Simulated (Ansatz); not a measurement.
The same ligand exchange along the group B, Al, Ga, In.

Calculated with Ansatz (gas phase, PBE0-D4/def2-TZVP geometries, no zero-point term in ΔE). CCSD(T)/CBS is the MP2 limit (def2-TZVPP, def2-QZVPP) plus CCSD(T) − MP2 in def2-TZVPP, frozen cores. This one scheme is used for every species. DFT in def2-TZVPP. Elements past krypton have def2 core potentials. For Ga, In outer-core shells are correlated without core-valence functions, which leaves a few kJ/mol of doubt a bond. Scalar relativity is left out up to krypton. One conformer a species, not always the lowest.

```tsv
reaction	PBE0-D4 (eV)	CCSD(T)/CBS(def2) (eV)
`OB(S)Cl` + `O[SiH3]` → `OB(Cl)O[SiH3]` + H₂S	-0.62	-0.69
`[OH][Al]([SH])[Cl]` + `O[SiH3]` → `[OH][Al]([Cl])[O][SiH3]` + H₂S	-0.35	-0.46
`[OH][Ga]([SH])[Cl]` + `O[SiH3]` → `[OH][Ga]([Cl])[O][SiH3]` + H₂S	0.32	0.23
`[OH][In]([SH])[Cl]` + `O[SiH3]` → `[OH][In]([Cl])[O][SiH3]` + H₂S	0.68	0.54
```

Largest T1 diagnostic: 0.015, for `[OH][In]([Cl])[O][SiH3]`.
